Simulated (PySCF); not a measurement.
Magnetisability: `[H][Si](C)(C)CC`, C₄H₁₂Si

Cartesian coordinates in Å; atom numbers follow the order of the lines, from 1:
```xyz
17

Si    0.060    0.633    0.353
H    -0.014    0.846    1.812
C     1.874    0.352   -0.152
H     2.312   -0.479    0.393
H     2.479    1.230    0.051
H     1.962    0.132   -1.213
C    -0.623    2.162   -0.548
H    -1.664    2.339   -0.298
H    -0.560    2.052   -1.627
H    -0.066    3.054   -0.279
C    -0.995   -0.888   -0.118
C    -0.525   -2.180    0.541
H    -0.990   -1.024   -1.202
H    -2.036   -0.711    0.161
H    -1.158   -3.018    0.254
H     0.496   -2.411    0.247
H    -0.552   -2.088    1.624
```

Computed, not measured: GIAO BLYP/def2-SVP magnetisability, rotational g tensor and spin-rotation constants, non-relativistic, gas phase in PySCF. Geometry: GFN2-xTB.

Task: How diamagnetic is it, and how anisotropic?

Result: Isotropic -1216 × 10⁻³⁰ J/T², or -73.3 × 10⁻⁶ cm³/mol; principal values -1265, -1198, -1187 × 10⁻³⁰ J/T², anisotropy 74 × 10⁻³⁰ J/T² (root of half the summed squared differences of the principal values). The susceptibility is in cgs units.

Task: Split it along the inertial axes a, b, c into diamagnetic and paramagnetic parts about the centre of mass, with the quadrupole moment.

Result: 
```tsv
axis	χ (10⁻⁶ cm³/mol)	diamagnetic (10⁻⁶ cm³/mol)	paramagnetic (10⁻⁶ cm³/mol)	summed x² of all electrons (Å²)	quadrupole Θ (D Å)
a	-74.8	-363.9	289.1	123.9	+0.18
b	-72.8	-622.0	549.2	63.1	+0.61
c	-72.2	-793.6	721.4	22.7	-0.79
```
Anisotropies 2χaa − χbb − χcc = -4.6 and 2χbb − χaa − χcc = +1.4 × 10⁻⁶ cm³/mol. Θ is traceless in Buckingham's convention.

Task: And the rotational g tensor?

Result: 
```
axis  rotational constant (GHz)        g  nuclear part  electronic part
   a                     5.0163  -0.0012        0.6802          -0.6814
   b                     2.4879  -0.0032        0.6387          -0.6419
   c                     1.8726  -0.0022        0.6324          -0.6346
```
Asymmetric top; isotopes 12C, 1H, 28Si; no vibrational averaging.
